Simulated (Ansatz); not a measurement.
`[NH2][Sn]([Cl])([Cl])[Cl]` + HBr → `[Cl][Sn]([Cl])([Cl])[Br]` + NH₃ at 298.15 K and 1 bar (ligand exchange at the Sn–N bond).

Isolated molecules relaxed with PBE0-D4/def2-TZVP in Ansatz; ΔE leaves out vibrations. CBS: MP2 limit from def2 TZ/QZ plus the TZ coupled-cluster correction, frozen cores. This one scheme is used for every species. def2 core potentials past Kr. For Br, Sn outer-core shells are correlated without core-valence functions, which leaves a few kJ/mol of doubt a bond. Scalar relativity is left out up to krypton. One conformer a species, not always the lowest.

```csv
species,CCSD(T)/CBS energy (Eh),H − E (kJ/mol),S (J/(mol·K))
`[NH2][Sn]([Cl])([Cl])[Cl]`,-1649.42005,100.5,399.8
HBr,-2573.91920,24.6,198.6
`[Cl][Sn]([Cl])([Cl])[Br]`,-4166.86464,34.9,390.9
NH₃,-56.50880,100.5,192.4
```

H − E and S are ideal-gas, rigid-rotor, harmonic terms from PBE0-D4/def2-TZVP, for one conformer and one mirror image of each species. 1 Eh = 2625.50 kJ/mol, R = 8.31446 J/(mol·K).

By hand: ΔE, ΔH, ΔS and ΔG.

ΔE = (-4166.86464) + (-56.50880) − (-1649.42005) − (-2573.91920) = -0.03419 Eh = -89.8 kJ/mol. Δ(H − E) = 34.9 + 100.5 − 100.5 − 24.6 = 10.3, so ΔH = -79.5 kJ/mol. ΔS = 390.9 + 192.4 − 399.8 − 198.6 = -15.1 J/(mol·K). ΔG = -79.5 − 298.15 × (-15.1)/1000 = -75.0 kJ/mol.

By hand: the equilibrium constant, and the temperature at which ΔG would vanish if ΔH and ΔS stayed fixed.

log₁₀ K = −ΔG/(RT ln 10) = 13.1. ΔG = 0 at ΔH/ΔS = 5265 K, far beyond where these terms or the molecules hold.

ΔH outweighs TΔS. A doubt of 5 kJ/mol in ΔE shifts log₁₀ K by 0.9 here. Other conformers and mirror images would add mixing entropy, several J/(mol·K) or more a flexible species. Modes under 60 cm⁻¹, often nearly free rotors, make the harmonic entropy too high. These are equilibria of isolated gas molecules and say nothing of rates. Largest T1 diagnostic: 0.011 (customary marks: 0.02 for closed shells, 0.045 for open ones).
